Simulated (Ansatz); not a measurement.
Stepwise reaction of `[OH][Ti]([OH])([OH])[OH]` with hydrogen fluoride, as a gas-phase model of exchange steps in deposition or etching. ΔE in kJ/mol; ΔG adds harmonic PBE0-D4 terms to CCSD(T)/CBS, at 1 bar.

Calculated with Ansatz (gas phase, PBE0-D4/def2-TZVP geometries, no zero-point term in ΔE). CCSD(T)/CBS is the MP2 limit (def2-TZVPP, def2-QZVPP) plus CCSD(T) − MP2 in def2-TZVPP, frozen cores. This one scheme is used for every species. DFT in def2-TZVPP. B3LYP here is the variant with VWN-RPA as its local correlation; programs differ in this. For Ti outer-core shells are correlated without core-valence functions, which leaves a few kJ/mol of doubt a bond. Scalar relativity is left out up to krypton. One conformer a species, not always the lowest.

```json
{"step": "1", "reaction": "`[OH][Ti]([OH])([OH])[OH]` + H–F → `[OH][Ti]([OH])([OH])[F]` + H₂O", "PBE-D4": "-53.2", "B3LYP-D4": "-52.3", "ωB97M-V": "-53.6", "CCSD(T)/CBS": "-46.0", "ΔG(400 K)": "-49.3"}
{"step": "2", "reaction": "`[OH][Ti]([OH])([OH])[F]` + H–F → `[OH][Ti]([OH])([F])[F]` + H₂O", "PBE-D4": "-50.8", "B3LYP-D4": "-49.0", "ωB97M-V": "-50.3", "CCSD(T)/CBS": "-42.5", "ΔG(400 K)": "-39.3"}
{"step": "3", "reaction": "`[OH][Ti]([OH])([F])[F]` + H–F → `[OH][Ti]([F])([F])[F]` + H₂O", "PBE-D4": "-48.3", "B3LYP-D4": "-45.9", "ωB97M-V": "-47.4", "CCSD(T)/CBS": "-39.9", "ΔG(400 K)": "-41.7"}
{"step": "4", "reaction": "`[OH][Ti]([F])([F])[F]` + H–F → `[F][Ti]([F])([F])[F]` + H₂O", "PBE-D4": "-44.2", "B3LYP-D4": "-40.4", "ωB97M-V": "-42.0", "CCSD(T)/CBS": "-34.5", "ΔG(400 K)": "-19.0"}
```

Q: By hand: ΔE of the 4 steps together at CCSD(T)/CBS.

A: (-46.0) + (-42.5) + (-39.9) + (-34.5) = -162.9 kJ/mol, or -40.7 kJ/mol a step.

In ΔE each step is higher than the one before. All are downhill at CCSD(T)/CBS. ΔG lies between -49.3 and -19.0 kJ/mol a step. PBE-D4 differs from CCSD(T)/CBS by -9.7 to -7.2 kJ/mol a step. Isolated molecules leave out the surface, adducts and barriers. Largest T1 diagnostic: 0.024.
